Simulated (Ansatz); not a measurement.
The same path of FH₅SeSi₂ (9 atoms, charge 0, multiplicity 1) was run 3 times with different band settings. The coordinate that changes most is the dihedral Si2–Se3–Si4–H8.

All numbers below come from Ansatz, RKS PBE0/def2-SVP.

Relaxed end points:

```xyz
9
Properties=species:S:1:pos:R:3
F -1.929 2.474 0.392
Si -0.637 1.506 0.238
Se -1.444 -0.594 -0.093
Si 0.621 -1.575 -0.251
H 0.161 1.970 -0.929
H 0.162 1.587 1.491
H 1.406 -1.377 1.003
H 1.396 -1.012 -1.397
H 0.353 -3.024 -0.471
```

```xyz
9
Properties=species:S:1:pos:R:3
F -2.178 1.162 -0.077
Si -0.637 1.531 0.279
Se 0.340 -0.078 1.536
Si 0.715 -1.539 -0.195
H 0.073 1.696 -1.018
H -0.634 2.769 1.100
H 1.233 -2.787 0.434
H 1.726 -0.983 -1.142
H -0.550 -1.816 -0.935
```

Common settings: spring 5.0 eV/Å²; optimiser quadratic models (default); start path IDPP; force threshold 0.05 eV/Å; end points relaxed.

| run | movable images | climbing image | iteration limit |
| --- | --- | --- | --- |
| 1 | 5 | yes | 60 |
| 2 | 5 | yes | 10 |
| 3 | 4 | no | 60 |

Task: What does each run give, and how far can it be trusted?

Result: Run 1: converged after 18 iterations, highest image 0.000 eV above the first end. The highest image is an end point: on this band no image between the ends rises above it.
Run 2: converged after 7 iterations, highest image 0.005 eV above the first end. The top lies less than 8 meV above the higher end, about what the thresholds resolve: that end is a shoulder or a very shallow well. The order of the stationary point at the top wasn't checked.
Run 3: converged after 7 iterations, highest image 0.004 eV above the first end. The top lies less than 8 meV above the higher end, about what the thresholds resolve: that end is a shoulder or a very shallow well. No image climbed, so the highest image needn't sit at the top of the path.
